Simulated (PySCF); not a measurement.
**Dipole response of Ni (nickel, neutral)**

[Ar] 3d8 4s2, high-spin 3F determinant. Calculation: PySCF 2.14, in aug-cc-pwCVTZ-DK; scalar relativity by spin-free X2C-1e. Coupled (time-dependent) response in atomic units; α is the mean over directions.

```json
{"method": "UHF", "mean α (bohr³)": "62.08", "C₆ (like pair)": "537.8", "S(−4)": "2198"}
{"method": "PBE", "mean α (bohr³)": "46.52", "C₆ (like pair)": "366.8", "S(−4)": "1121"}
```

S(−4) is the Cauchy moment in α(ω) = α(0) + S(−4) ω² + …

Reference α: 49 ± 3 bohr³ (recommended; Schwerdtfeger and Nagle, table of static dipole polarizabilities (2023 update)). Published C₆: 373.0 (Chu and Dalgarno (2004); Tang, Norbeck and Certain (1976)).

Hartree-Fock lies above the reference because it lacks correlation, which contracts the outer shell.

α(iu) at PBE:

| u (hartree) | α(iu) (bohr³) |
| --- | --- |
| 0 | 46.52 |
| 0.0500 | 43.90 |
| 0.100 | 37.74 |
| 0.200 | 24.94 |
| 0.300 | 16.65 |
| 0.500 | 8.922 |
| 0.750 | 5.299 |
| 1.00 | 3.687 |
| 1.50 | 2.220 |
| 2.00 | 1.535 |
| 3.00 | 0.8898 |
| 5.00 | 0.4261 |

A single London oscillator, α(iu) = α/(1 + u²/ω²), gives C₆ = (3/4) ω α². Matching the computed C₆ needs ω = 4 × 366.8 / (3 × 46.52²) = 0.226 hartree.
